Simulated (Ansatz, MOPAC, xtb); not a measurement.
Noncovalent pair: C2H4 (SMILES C=C) (first 6 atoms) with C3H8 (SMILES CCC); geometry from B3LYP-D3(BJ)/def2-TZVP, rigid monomers moved along the line of their centres of mass till C1···H13 is 2.68 Å.
(charge 0, multiplicity 1):
```json
[
 {"atom": "C", "x (Å)": "0.6473", "y (Å)": "-0.3392", "z (Å)": "0.2789"},
 {"atom": "C", "x (Å)": "-0.5402", "y (Å)": "0.2366", "z (Å)": "0.1678"},
 {"atom": "H", "x (Å)": "1.4945", "y (Å)": "0.1819", "z (Å)": "0.7076"},
 {"atom": "H", "x (Å)": "0.8201", "y (Å)": "-1.3562", "z (Å)": "-0.0516"},
 {"atom": "H", "x (Å)": "-1.3892", "y (Å)": "-0.2846", "z (Å)": "-0.2576"},
 {"atom": "H", "x (Å)": "-0.7131", "y (Å)": "1.2534", "z (Å)": "0.4994"},
 {"atom": "C", "x (Å)": "-1.1875", "y (Å)": "-0.5150", "z (Å)": "3.6664"},
 {"atom": "C", "x (Å)": "0.3370", "y (Å)": "-0.4625", "z (Å)": "3.6904"},
 {"atom": "C", "x (Å)": "0.8780", "y (Å)": "0.9609", "z (Å)": "3.5913"},
 {"atom": "H", "x (Å)": "-1.5550", "y (Å)": "-1.5395", "z (Å)": "3.7526"},
 {"atom": "H", "x (Å)": "-1.6139", "y (Å)": "0.0636", "z (Å)": "4.4900"},
 {"atom": "H", "x (Å)": "-1.5739", "y (Å)": "-0.1003", "z (Å)": "2.7327"},
 {"atom": "H", "x (Å)": "0.7303", "y (Å)": "-1.0584", "z (Å)": "2.8624"},
 {"atom": "H", "x (Å)": "0.7060", "y (Å)": "-0.9295", "z (Å)": "4.6087"},
 {"atom": "H", "x (Å)": "1.9697", "y (Å)": "0.9782", "z (Å)": "3.5990"},
 {"atom": "H", "x (Å)": "0.5421", "y (Å)": "1.4415", "z (Å)": "2.6696"},
 {"atom": "H", "x (Å)": "0.5292", "y (Å)": "1.5728", "z (Å)": "4.4271"}
]
```

Counterpoise-corrected where a basis set is named; no monomer relaxation.

The state reached by PM3 isn't checked.

Programs: Ansatz (Gaussian orbitals); MOPAC for PM3 (differences of heats of formation); xtb for the GFN methods. 

One of these levels gives -0.78 kcal/mol for the interaction energy. Name it.
A. HF/aug-cc-pVDZ
B. PM3
C. GFN1-xTB
D. r2SCAN/def2-TZVPPD

B, PM3. The others give -1.10 (GFN1-xTB), 3.49 (HF/aug-cc-pVDZ), -0.15 (r2SCAN/def2-TZVPPD)

Ansatz is an electronic-structure program.
